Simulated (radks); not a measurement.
Mn5+, 20 electrons, occupied as [Ar] 3d2.

All-electron calculation, scalar-relativistic Kohn-Sham, BLYP, spin-unpolarised, spherical densities, point nucleus. Program: a radial shooting solver on a logarithmic mesh with Libxc functionals.

Energy parts (eV):
| part | energy |
|---|---|
| total | -31348.465 |
| kinetic | 31701.434 |
| electron-nucleus | -73153.839 |
| Hartree | 11459.127 |
| exchange-correlation | -1355.186 |

Orbitals (lengths in bohr, moments of r in powers of bohr; r(90%) holds 90 % of the orbital's charge):
1s: occ. 2; eigenvalue (eV) -6516.127; <1/r> 24.93; <r^2> 0.004989; r(90%) 0.109
2s: occ. 2; eigenvalue (eV) -830.4172; <1/r> 5.304; <r^2> 0.09219; r(90%) 0.433
2p: occ. 6; eigenvalue (eV) -716.7261; <1/r> 5.203; <r^2> 0.07505; r(90%) 0.405
3s: occ. 2; eigenvalue (eV) -164.9703; <1/r> 1.725; <r^2> 0.7729; r(90%) 1.22
3p: occ. 6; eigenvalue (eV) -132.8626; <1/r> 1.610; <r^2> 0.8450; r(90%) 1.29
3d: occ. 2; eigenvalue (eV) -82.4722; <1/r> 1.374; <r^2> 1.005; r(90%) 1.47

The highest occupied level is 3d at -82.472 eV. Summed over all electrons, <r^2> = 9.271 bohr^2, which gives a Langevin (diamagnetic) susceptibility term of -7.34 x 10^-6 cm^3/mol. The density falls to 0.001 e/bohr^3 at r = 2.35 bohr. For comparison, the ionisation energy in NIST's Atomic Spectra Database is 95.60 eV (measured). In exact Kohn-Sham theory the highest level is minus the ionisation energy, but local and semilocal functionals leave it too shallow, through self-interaction and a potential that decays too fast; potentials with the right tail come closer.

Beside tabulated values, note that spin-unpolarised runs miss the spin-polarisation part of the exchange energy of open shells.
